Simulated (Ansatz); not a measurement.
A nudged elastic band was laid between two geometries of BBrH$_{5}$N (8 atoms, charge 0, multiplicity 1).

Theory: RKS PBE0-D4/def2-mTZVP in Ansatz 0.2.0.

| Property | Result |
| --- | --- |
| movable images | 5 |
| climbing image | yes |
| spring | 5.0 eV/Å² |
| optimiser | quadratic models (default) |
| start path | through a guess of the saddle point |
| force threshold | 0.05 eV/Å |
| iteration limit | 60 |
| end points | relaxed |

First end point:

```xyz
8
Properties=species:S:1:pos:R:3
B -0.691 -0.342 -0.235
Br -0.437 0.106 -2.202
H -1.636 0.240 0.219
H -0.663 -1.528 -0.059
H 0.690 1.277 0.288
N 0.631 0.275 0.458
H 1.471 -0.146 0.065
H 0.633 0.118 1.465
```

Last end point:

```xyz
8
Properties=species:S:1:pos:R:3
B -0.773 -0.727 0.588
Br 0.602 1.591 -2.508
H -1.747 -0.158 0.977
H -0.809 -1.832 0.140
H 0.373 0.849 -1.282
N 0.452 -0.057 0.621
H 1.328 -0.505 0.395
H 0.575 0.840 1.068
```

**Question.** What changes between the two ends?

**Answer.** Bonds broken: B1–Br2, H5–N6. Bonds formed: Br2–H5. BBrH5N becomes BH4N + BrH.

**Question.** Give the energies along the band, and the barrier.

**Answer.** The forces met the threshold. The highest image is number 4 of 0 to 6, 1.39 eV above the first end and 0.49 eV above the last; the last end lies 0.90 eV above the first. A vibrational analysis at the climbing image gives one clearly imaginary mode, 957i cm⁻¹: a first-order saddle point. The orbitals stay closed-shell, which can raise the energy where a bond breaks towards radicals; this wasn't checked here.

| image | path coordinate (Å) | energy (eV) | B1–Br2 (Å) | H5–N6 (Å) | Br2–H5 (Å) |
| --- | --- | --- | --- | --- | --- |
| 0 | 0.00 | 0.00 | 2.03 | 1.02 | 2.97 |
| 1 | 0.62 | 0.05 | 2.03 | 1.02 | 2.76 |
| 2 | 1.24 | 0.12 | 2.05 | 1.02 | 2.59 |
| 3 | 1.87 | 0.68 | 2.34 | 1.05 | 2.04 |
| 4 | 2.49 | 1.39 | 2.92 | 1.29 | 1.72 |
| 5 | 3.29 | 0.94 | 3.57 | 2.02 | 1.46 |
| 6 | 4.10 | 0.90 | 4.11 | 2.11 | 1.45 |

**Question.** What is the geometry of the highest image?

**Answer.** 
```xyz
8
Properties=species:S:1:pos:R:3
B -0.692 -0.563 0.207
Br -0.123 1.039 -2.164
H -1.695 -0.031 0.544
H -0.634 -1.638 -0.288
H 0.549 0.685 -0.624
N 0.584 0.112 0.528
H 1.430 -0.445 0.566
H 0.582 0.841 1.232
```

**Question.** What are the harmonic wavenumbers there?

**Answer.** 957i, 168, 354, 410, 534, 753, 816, 998, 1075, 1154, 1270, 1313, 1320, 1653, 2658, 2769, 3558, 3653 cm⁻¹.

Time of the run: 77 s on 2 threads of AMD EPYC 7R13 Processor (Zen 3) (shared host), peak memory 0.2 GiB.
